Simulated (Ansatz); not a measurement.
Program: Ansatz. Geometries: PBE0-D4/def2-TZVP. ΔE: electronic, gas phase. CBS: MP2 limit from def2 TZ/QZ plus the TZ coupled-cluster correction, frozen cores. DFT in def2-TZVPP. For Ge outer-core shells are correlated without core-valence functions, which leaves a few kJ/mol of doubt a bond. Scalar relativity is left out up to krypton.

`[AlH2][SiH]([SiH3])[SiH3]` + `C[SiH](F)[GeH3]` → `F[SiH]([AlH2])[GeH3]` + `C[SiH]([SiH3])[SiH3]`  (redistribution)

```csv
level,ΔE (kJ/mol)
r2SCAN-D4,40.0
r2SCAN,39.9
MP2/def2-QZVPP,42.3
MP2/CBS(def2),42.2
```

Problem. What does CCSD(T)/CBS give? (Best estimate.)

Solution. Computed: +38.9 kJ/mol. The listed levels differ from it by 1.1, 1.0, 3.4, 3.3 kJ/mol.

Largest T1 diagnostic among the species: 0.014.

In def2-TZVPP, CCSD(T) changes the Hartree–Fock value by +5.1 kJ/mol (the triples alone add +1.1 kJ/mol) and MP2 by +8.4 kJ/mol.
